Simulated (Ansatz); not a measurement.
Job for Ansatz (an electronic-structure program): R-CCSD(T)/cc-pVDZ on BH3O (SMILES BO).

Ansatz 0.2 input:
```yaml
crystal:
  periodic: [false, false, false]
  atoms:
    - {symbol: B, position_ang: [-0.69125798, 0.18217746, -0.00110155]}
    - {symbol: O, position_ang: [0.58629667, -0.25773472, 0.00165154]}
    - {symbol: H, position_ang: [-1.54526677, -0.64914589, 0.00487819]}
    - {symbol: H, position_ang: [-0.93342873, 1.35471251, -0.00919167]}
    - {symbol: H, position_ang: [1.24461209, 0.44542381, -0.00339108]}
basis:
  gaussian:
    orbitals: cc-pVDZ
magnetization: {spin_polarized: false}
correlation: {method: ccsd_t, electrons: outside_noble_gas}
accuracy: high
relax: {f_tol: 0.0005, max_steps: 60}
scf: {lower_state_search: off}
output: {forces: true}
```

Program output:

```
WARN ansatz: RAYON_NUM_THREADS=1 ignored (pool sized by the plan → 1); use --threads N
Functional definition: HF
these checks for a lower state are left out or cut short: starts, cluster_reference, orbital_swaps, neighbouring_geometries, increment
integrals: 0.03 GiB planned
970 factors; integrals over basis functions are off by at most 1.9e-9 eV
mean field: 0.08 GiB planned
mean field evaluation 1: about -2755.7364 eV, gradient 2.8e1 eV
mean field evaluation 2: about -2755.7364 eV, gradient 2.8e1 eV
mean field evaluation 4: about -2757.3896 eV, gradient 2.2e0 eV
mean field evaluation 8: about -2757.4059 eV, gradient 5.6e-3 eV
mean field -2757.40586068 eV, -101.3327963431 hartree, gradient 2.4e-8 eV, S^2 0.000000; 0 other end points of the search recorded, 0 dependent functions left out
2 core orbitals not correlated
reference -2757.40586068 eV, -101.3327963431 hartree; 6, 6 occupied and 35, 35 virtual orbitals, 970 factors
densities: 0.13 GiB planned
second order -7.60743879 eV of doubles, -0.00000000 eV of singles
coupled cluster: 0.11 GiB planned
cycle   1  -7.91485774 eV  change   -3.1e-1 eV  update   7.0e-2
cycle   2  -8.13817491 eV  change   -2.2e-1 eV  update   2.0e-2
cycle   3  -8.19951879 eV  change   -6.1e-2 eV  update   1.3e-2
cycle   4  -8.19343439 eV  change    6.1e-3 eV  update   3.8e-3
cycle   5  -8.19376180 eV  change   -3.3e-4 eV  update   1.2e-3
cycle   6  -8.19371554 eV  change    4.6e-5 eV  update   2.7e-4
cycle   7  -8.19358240 eV  change    1.3e-4 eV  update   6.2e-5
cycle   8  -8.19357832 eV  change    4.1e-6 eV  update   1.8e-5
cycle   9  -8.19357790 eV  change    4.3e-7 eV  update   4.4e-6
cycle  10  -8.19357580 eV  change    2.1e-6 eV  update   1.5e-6
cycle  11  -8.19357684 eV  change   -1.0e-6 eV  update   5.4e-7
cycle  12  -8.19357721 eV  change   -3.6e-7 eV  update   1.8e-7
cycle  13  -8.19357735 eV  change   -1.4e-7 eV  update   6.9e-8
cycle  14  -8.19357730 eV  change    5.0e-8 eV  update   2.6e-8
cycle  15  -8.19357730 eV  change   -2.2e-9 eV  update   1.6e-8
cycle  16  -8.19357696 eV  change    3.4e-7 eV  update   1.0e-7
cycle  17  -8.19357698 eV  change   -1.6e-8 eV  update   2.9e-8
cycle  18  -8.19357697 eV  change    9.7e-9 eV  update   8.3e-9
cycle  19  -8.19357697 eV  change    1.2e-9 eV  update   2.4e-9
cycle  20  -8.19357697 eV  change  -8.9e-12 eV  update  7.9e-10
perturbative correction -0.17824179 eV, -0.0065502650 hartree
the calculation of the forces begins
relax step   1: F+E_penalty+E_count = -2765.77767944 eV  Δ(F+E_penalty+E_count) = +0.000e0 eV  max|allowed force component| = 5.651e-1 eV/Å  Δτ_max = 0.0000 Å  (45 SCF iters, accepted)
these checks for a lower state are left out or cut short: starts, cluster_reference, orbital_swaps, neighbouring_geometries, increment
integrals: 0.03 GiB planned
970 factors; integrals over basis functions are off by at most 1.8e-9 eV
mean field: 0.08 GiB planned
mean field evaluation 16: about -2757.3989 eV, gradient 7.8e-1 eV
mean field -2757.40072436 eV, -101.3326075868 hartree, gradient 2.5e-8 eV, S^2 0.000000; 0 other end points of the search recorded, 0 dependent functions left out
2 core orbitals not correlated
reference -2757.40072436 eV, -101.3326075868 hartree; 6, 6 occupied and 35, 35 virtual orbitals, 970 factors
densities: 0.13 GiB planned
second order -7.62133875 eV of doubles, -0.00000000 eV of singles
coupled cluster: 0.11 GiB planned
cycle   1  -7.92649202 eV  change   -3.1e-1 eV  update   7.1e-2
cycle   2  -8.15191797 eV  change   -2.3e-1 eV  update   2.1e-2
cycle   3  -8.21445308 eV  change   -6.3e-2 eV  update   1.3e-2
cycle   4  -8.20834527 eV  change    6.1e-3 eV  update   3.9e-3
cycle   5  -8.20867887 eV  change   -3.3e-4 eV  update   1.3e-3
cycle   6  -8.20862980 eV  change    4.9e-5 eV  update   2.8e-4
cycle   7  -8.20849190 eV  change    1.4e-4 eV  update   6.5e-5
cycle   8  -8.20848755 eV  change    4.4e-6 eV  update   1.9e-5
cycle   9  -8.20848745 eV  change    1.0e-7 eV  update   4.7e-6
cycle  10  -8.20848505 eV  change    2.4e-6 eV  update   1.6e-6
cycle  11  -8.20848636 eV  change   -1.3e-6 eV  update   5.9e-7
cycle  12  -8.20848657 eV  change   -2.1e-7 eV  update   2.0e-7
cycle  13  -8.20848666 eV  change   -8.6e-8 eV  update   7.6e-8
cycle  14  -8.20848669 eV  change   -3.7e-8 eV  update   3.1e-8
cycle  15  -8.20848669 eV  change    5.2e-9 eV  update   1.7e-8
cycle  16  -8.20848619 eV  change    5.0e-7 eV  update   8.4e-8
cycle  17  -8.20848618 eV  change    9.4e-9 eV  update   2.6e-8
cycle  18  -8.20848615 eV  change    2.6e-8 eV  update   7.0e-9
cycle  19  -8.20848615 eV  chang
[...]
re left out or cut short: starts, cluster_reference, orbital_swaps, neighbouring_geometries, increment
integrals: 0.03 GiB planned
970 factors; integrals over basis functions are off by at most 1.8e-9 eV
mean field: 0.08 GiB planned
mean field -2757.38986391 eV, -101.3322084728 hartree, gradient 1.4e-8 eV, S^2 0.000000; 0 other end points of the search recorded, 0 dependent functions left out
2 core orbitals not correlated
reference -2757.38986391 eV, -101.3322084728 hartree; 6, 6 occupied and 35, 35 virtual orbitals, 970 factors
densities: 0.13 GiB planned
second order -7.63409211 eV of doubles, -0.00000000 eV of singles
coupled cluster: 0.11 GiB planned
cycle   1  -7.93650603 eV  change   -3.0e-1 eV  update   7.1e-2
cycle   2  -8.16349691 eV  change   -2.3e-1 eV  update   2.1e-2
cycle   3  -8.22693371 eV  change   -6.3e-2 eV  update   1.3e-2
cycle   4  -8.22075647 eV  change    6.2e-3 eV  update   3.9e-3
cycle   5  -8.22109490 eV  change   -3.4e-4 eV  update   1.3e-3
cycle   6  -8.22104495 eV  change    5.0e-5 eV  update   2.9e-4
cycle   7  -8.22090204 eV  change    1.4e-4 eV  update   6.6e-5
cycle   8  -8.22089788 eV  change    4.2e-6 eV  update   1.9e-5
cycle   9  -8.22089743 eV  change    4.5e-7 eV  update   4.9e-6
cycle  10  -8.22089493 eV  change    2.5e-6 eV  update   1.7e-6
cycle  11  -8.22089628 eV  change   -1.4e-6 eV  update   6.3e-7
cycle  12  -8.22089653 eV  change   -2.5e-7 eV  update   2.1e-7
cycle  13  -8.22089665 eV  change   -1.2e-7 eV  update   7.8e-8
cycle  14  -8.22089668 eV  change   -3.4e-8 eV  update   2.8e-8
cycle  15  -8.22089667 eV  change    4.7e-9 eV  update   1.8e-8
cycle  16  -8.22089635 eV  change    3.2e-7 eV  update   7.8e-8
cycle  17  -8.22089637 eV  change   -1.4e-8 eV  update   2.2e-8
cycle  18  -8.22089636 eV  change    9.9e-9 eV  update   7.0e-9
cycle  19  -8.22089636 eV  change  -2.0e-10 eV  update   1.6e-9
cycle  20  -8.22089636 eV  change  -8.1e-11 eV  update  5.3e-10
perturbative correction -0.18170089 eV, -0.0066773846 hartree
the calculation of the forces begins
relax step   5: F+E_penalty+E_count = -2765.79246116 eV  Δ(F+E_penalty+E_count) = -1.088e-4 eV  max|allowed force component| = 1.230e-2 eV/Å  Δτ_max = 0.0033 Å  (39 SCF iters, accepted)
these checks for a lower state are left out or cut short: starts, cluster_reference, orbital_swaps, neighbouring_geometries, increment
integrals: 0.03 GiB planned
970 factors; integrals over basis functions are off by at most 1.8e-9 eV
mean field: 0.08 GiB planned
mean field -2757.38997594 eV, -101.3322125898 hartree, gradient 2.7e-8 eV, S^2 0.000000; 0 other end points of the search recorded, 0 dependent functions left out
2 core orbitals not correlated
reference -2757.38997594 eV, -101.3322125898 hartree; 6, 6 occupied and 35, 35 virtual orbitals, 970 factors
densities: 0.13 GiB planned
second order -7.63401296 eV of doubles, -0.00000000 eV of singles
coupled cluster: 0.11 GiB planned
cycle   1  -7.93641939 eV  change   -3.0e-1 eV  update   7.1e-2
cycle   2  -8.16339492 eV  change   -2.3e-1 eV  update   2.1e-2
cycle   3  -8.22683181 eV  change   -6.3e-2 eV  update   1.3e-2
cycle   4  -8.22065378 eV  change    6.2e-3 eV  update   3.9e-3
cycle   5  -8.22099272 eV  change   -3.4e-4 eV  update   1.3e-3
cycle   6  -8.22094276 eV  change    5.0e-5 eV  update   2.9e-4
cycle   7  -8.22080007 eV  change    1.4e-4 eV  update   6.6e-5
cycle   8  -8.22079533 eV  change    4.7e-6 eV  update   1.9e-5
cycle   9  -8.22079492 eV  change    4.2e-7 eV  update   4.9e-6
cycle  10  -8.22079255 eV  change    2.4e-6 eV  update   1.7e-6
cycle  11  -8.22079393 eV  change   -1.4e-6 eV  update   6.2e-7
cycle  12  -8.22079410 eV  change   -1.7e-7 eV  update   2.1e-7
cycle  13  -8.22079427 eV  change   -1.7e-7 eV  update   8.2e-8
cycle  14  -8.22079426 eV  change    1.5e-8 eV  update   2.9e-8
cycle  15  -8.22079425 eV  change    2.3e-9 eV  update   1.8e-8
cycle  16  -8.22079396 eV  change    3.0e-7 eV  update   7.9e-8
cycle  17  -8.22079398 eV  change   -2.9e-8 eV  update   1.9e-8
cycle  18  -8.22079399 eV  change  -4.6e-10 eV  update   6.5e-9
cycle  19  -8.22079399 eV  change   -1.7e-9 eV  update   1.8e-9
cycle  20  -8.22079399 eV  change   3.0e-12 eV  update  5.0e-10
perturbative correction -0.18169479 eV, -0.0066771605 hartree
the calculation of the forces begins
mean field evaluation 64: about -2757.3900 eV, gradient 2.7e-8 eV
relax step   6: F+E_penalty+E_count = -2765.79246472 eV  Δ(F+E_penalty+E_count) = -3.562e-6 eV  max|allowed force component| = 8.217e-4 eV/Å  Δτ_max = 0.0006 Å  (31 SCF iters, accepted)
these checks for a lower state are left out or cut short: starts, cluster_reference, orbital_swaps, neighbouring_geometries, increment
integrals: 0.03 GiB planned
970 factors; integrals over basis functions are off by at most 1.8e-9 eV
mean field: 0.08 GiB planned
mean field -2757.38996204 eV, -101.3322120790 hartree, gradient 2.2e-8 eV, S^2 0.000000; 0 other end points of the search recorded, 0 dependent functions left out
2 core orbitals not correlated
reference -2757.38996204 eV, -101.3322120790 hartree; 6, 6 occupied and 35, 35 virtual orbitals, 970 factors
densities: 0.13 GiB planned
second order -7.63402530 eV of doubles, -0.00000000 eV of singles
coupled cluster: 0.11 GiB planned
cycle   1  -7.93642931 eV  change   -3.0e-1 eV  update   7.1e-2
cycle   2  -8.16340714 eV  change   -2.3e-1 eV  update   2.1e-2
cycle   3  -8.22684457 eV  change   -6.3e-2 eV  update   1.3e-2
cycle   4  -8.22066650 eV  change    6.2e-3 eV  update   3.9e-3
cycle   5  -8.22100542 eV  change   -3.4e-4 eV  update   1.3e-3
cycle   6  -8.22095556 eV  change    5.0e-5 eV  update   2.9e-4
cycle   7  -8.22081266 eV  change    1.4e-4 eV  update   6.6e-5
cycle   8  -8.22080809 eV  change    4.6e-6 eV  update   1.9e-5
cycle   9  -8.22080782 eV  change    2.7e-7 eV  update   4.9e-6
cycle  10  -8.22080533 eV  change    2.5e-6 eV  update   1.7e-6
cycle  11  -8.22080664 eV  change   -1.3e-6 eV  update   6.2e-7
cycle  12  -8.22080698 eV  change   -3.5e-7 eV  update   2.0e-7
cycle  13  -8.22080712 eV  change   -1.3e-7 eV  update   7.4e-8
cycle  14  -8.22080712 eV  change   -3.1e-9 eV  update   3.0e-8
cycle  15  -8.22080711 eV  change    1.2e-8 eV  update   1.7e-8
cycle  16  -8.22080661 eV  change    5.0e-7 eV  update   8.3e-8
cycle  17  -8.22080661 eV  change    3.8e-9 eV  update   2.2e-8
cycle  18  -8.22080659 eV  change    1.5e-8 eV  update   5.4e-9
cycle  19  -8.22080659 eV  change   9.6e-10 eV  update   1.7e-9
cycle  20  -8.22080659 eV  change   1.5e-11 eV  update  5.8e-10
perturbative correction -0.18169616 eV, -0.0066772108 hartree
the calculation of the forces begins
relax step   7: F+E_penalty+E_count = -2765.79246479 eV  Δ(F+E_penalty+E_count) = -7.048e-8 eV  max|allowed force component| = 9.623e-5 eV/Å  Δτ_max = 0.0001 Å  (30 SCF iters, accepted)
Total energy: -2765.79246479 eV, -101.6409983597 hartree
Atom 0 at    -0.685621     0.182447    -0.001105 Å, force     0.000096    -0.000026     0.000000 eV/Å
Atom 1 at     0.597616    -0.276051     0.001776 Å, force    -0.000057     0.000004    -0.000000 eV/Å
Atom 2 at    -1.552142    -0.659642     0.004953 Å, force    -0.000021     0.000001    -0.000000 eV/Å
Atom 3 at    -0.928124     1.371978    -0.009313 Å, force    -0.000020     0.000011    -0.000000 eV/Å
Atom 4 at     1.229226     0.456702    -0.003466 Å, force     0.000002     0.000010    -0.000000 eV/Å
Dipole moment:     0.236585     0.250961    -0.001800 e Å
Checks for a lower state left out: starts, cluster_reference, orbital_swaps, neighbouring_geometries, increment
```

Self-consistency was reached.

Cost: very roughly 28 core-seconds.
